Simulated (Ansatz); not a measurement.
```yaml
crystal:
  periodic: [true, true, true]
  atoms:
    - {symbol: O, position_ang: [-0.908559, 1.168360, -0.408612]}
    - {symbol: B, position_ang: [0.269606, 0.508745, -0.538082]}
    - {symbol: C, position_ang: [0.462964, -0.766959, 0.339629]}
    - {symbol: O, position_ang: [-0.618440, -1.104292, 1.183991]}
    - {symbol: H, position_ang: [-0.993305, 1.947104, -0.962410]}
    - {symbol: H, position_ang: [1.114320, 0.901308, -1.297370]}
    - {symbol: H, position_ang: [0.692339, -1.614366, -0.326984]}
    - {symbol: H, position_ang: [1.377803, -0.638113, 0.940938]}
    - {symbol: H, position_ang: [-1.308229, -0.447987, 1.051801]}
basis:
  gaussian: {orbitals: aug-pcseg-2}
hamiltonian: {xc: {name: BHLYP}}
output: {forces: true}
```

```sh
$ ansatz run in.yaml --threads 2 --pin off --events-out ev --progress --plain --max-ram 4352MiB
```

Shortened log:

```
Error: YAML parse error: error: line 2 column 3: crystal: missing field `lattice` (a structure is typed as `lattice` and `atoms`, a molecule's as `atoms` in Å alone, or read from a run's directory, `checkpoint`)
 --> <input>:2:3
1 | crystal:
2 |   periodic: [true, true, true]
3 |   atoms:
4 |     - {symbol: O, position_ang: [-0.908559, 1.168360, -0.408612]}
```

In this input the molecule is marked periodic without a cell. The program refused the input.
